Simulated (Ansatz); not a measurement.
`[BH2][GaH][F]` + `BN` → `B[NH][GaH][F]` + BH₃  (cleavage of the Ga–B bond)

Program: Ansatz. Geometries: PBE0-D4/def2-TZVP. ΔE: electronic, gas phase. CBS: MP2 limit from def2 TZ/QZ plus the TZ coupled-cluster correction, frozen cores. This one scheme is used for every species. Functionals use def2-TZVPP. B3LYP here is the variant with VWN-RPA as its local correlation; programs differ in this. HSE06 is defined as in plane-wave codes. For Ga outer-core shells are correlated without core-valence functions, which leaves a few kJ/mol of doubt a bond. Scalar relativity is left out up to krypton. Each species was taken in one conformer, which may not be the lowest.

`[BH2][GaH][F]`:

```xyz
6

B    -1.098    0.174   -0.234
Ga    0.942    0.002    0.130
F     1.378   -1.524    0.914
H    -1.838    0.659    0.570
H    -1.584   -0.210   -1.257
H     2.200    0.899   -0.123
```

`BN`:

```xyz
6

B    -0.675    0.100    0.008
N     0.694   -0.103   -0.008
H    -1.110    1.152   -0.362
H    -1.389   -0.781    0.393
H     1.128   -0.961    0.288
H     1.352    0.592   -0.318
```

`B[NH][GaH][F]`:

```xyz
8

B    -0.484    0.539   -1.261
N    -0.111   -0.471   -0.368
Ga    0.493   -0.150    1.336
F     0.870   -1.641    2.184
H    -0.407    1.683   -0.900
H    -0.871    0.267   -2.362
H    -0.175   -1.433   -0.670
H     0.687    1.206    2.042
```

BH₃:

Cartesian coordinates in Å:
```
B 0.000 0.000 0.000
H -1.185 -0.138 0.047
H 0.666 -0.228 0.964
H 0.519 0.366 -1.011
```

```
             level  ΔE (kJ/mol)  difference from CCSD(T)/CBS
       LDA (SPW92)        -30.1                         19.8
            PBE-D4        -31.3                         18.6
         revPBE-D4        -34.4                         15.5
           BLYP-D4        -40.1                          9.8
            B97M-V        -38.2                         11.7
           PBE0-D4        -37.1                         12.8
          B3LYP-D4        -43.5                          6.4
        r2SCANh-D4        -43.3                          6.6
        r2SCAN0-D4        -44.9                          5.0
          HSE06-D4        -37.3                         12.6
          BHLYP-D4        -50.6                         -0.7
      CAM-B3LYP-D4        -46.0                          3.9
           ωB97X-V        -45.6                          4.3
           ωB97M-V        -44.8                          5.1
            B2PLYP        -49.1                          0.8
          PBE-QIDH        -48.9                          1.0
               PBE        -28.7                         21.2
            revPBE        -27.9                         22.0
              BLYP        -34.7                         15.2
            r2SCAN        -41.5                          8.4
             B3LYP        -39.4                         10.5
           r2SCANh        -42.6                          7.3
           r2SCAN0        -44.1                          5.8
             HSE06        -35.2                         14.7
             BHLYP        -47.2                          2.7
         CAM-B3LYP        -43.7                          6.2
           LC-ωPBE        -39.3                         10.6
RPA@PBE/def2-TZVPP        -52.7                         -2.8
       HF/def2-SVP        -57.1                         -7.2
      MP2/def2-SVP        -63.9                        -14.0
  CCSD(T)/def2-SVP        -55.2                         -5.3
     HF/def2-TZVPP        -58.3                         -8.4
    MP2/def2-TZVPP        -61.6                        -11.7
   CCSD/def2-TZVPP        -52.8                         -2.9
CCSD(T)/def2-TZVPP        -53.4                         -3.5
     HF/def2-QZVPP        -59.0                         -9.1
    MP2/def2-QZVPP        -59.9                        -10.0
      HF/CBS(def2)        -59.1                         -9.2
     MP2/CBS(def2)        -58.2                         -8.3
    CCSD/CBS(def2)        -49.4                          0.5
       CCSD(T)/CBS        -49.9                            0
```

Largest T1 diagnostic among the species: 0.014.

The D4 term adds −4.1 kJ/mol with B3LYP and −2.2 kJ/mol with PBE0; it sums over pairs of atoms, weighted by their polarisabilities, and B3LYP, whose exchange is more repulsive, gets the larger term. From BLYP to BHLYP (50 % exact exchange), in def2-TZVPP and without D4, ΔE moves by −12.4 kJ/mol. At CCSD(T), def2-SVP lies −5.3 kJ/mol from the extrapolated value and def2-TZVPP −3.5 kJ/mol.
